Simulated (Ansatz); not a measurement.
CH5AlSi, SMILES `C[Si][AlH2]` (triplet; the order of the spin states depends on the level) (charge 0, multiplicity 3). This triplet lies 0.08 eV above the relaxed singlet at the level frozen-core CCSD(T)/cc-pVTZ // B3LYP-D3(BJ)/def2-TZVP (Ansatz, a quantum-chemistry and plane-wave program); other levels give the other order.

The numbers are results of PBE/cc-pVTZ // B3LYP-D3(BJ)/def2-TZVP (Ansatz), not measurements.

Ansatz 0.2 input:
```yaml
crystal:
  periodic: [false, false, false]
  atoms:
    - { symbol: C, position_ang: [-1.672562, 0.020864, 0.101382] }
    - { symbol: Si, position_ang: [-0.100623, -0.987957, -0.232668] }
    - { symbol: Al, position_ang: [2.115122, -0.094498, -0.144588] }
    - { symbol: H, position_ang: [-2.224656, -0.383948, 0.952132] }
    - { symbol: H, position_ang: [-2.33693, 0.010644, -0.765183] }
    - { symbol: H, position_ang: [-1.41109, 1.058738, 0.322776] }
    - { symbol: H, position_ang: [3.324543, -1.061578, -0.445912] }
    - { symbol: H, position_ang: [2.306197, 1.437737, 0.212062] }
basis:
  gaussian: { orbitals: cc-pVTZ }
hamiltonian:
  xc: pbe
magnetization:
  spin_polarized: true
  initial_magnetization: 2
```

Output:

```
Functional definition: PBE
1012 factors; their error is unknown
mean field evaluation 1: about -15573.0893 eV, gradient 4.4e1 eV
mean field evaluation 2: about -15550.1810 eV, gradient 6.7e1 eV
mean field evaluation 4: about -15581.8558 eV, gradient 5.9e0 eV
mean field evaluation 8: about -15582.2375 eV, gradient 1.4e-1 eV
mean field evaluation 16: about -15582.2042 eV, gradient 1.8e-4 eV
mean field -15582.20417969 eV, -572.6354416063 hartree, gradient 4.5e-5 eV, S^2 2.005304; 0 other end points of the search recorded, 0 dependent functions left out
reference -15582.20422764 eV, -572.6354433685 hartree; 20, 18 occupied and 148, 150 virtual orbitals, 1012 factors
Total energy: -15582.20422764 eV, -572.6354433685 hartree
```
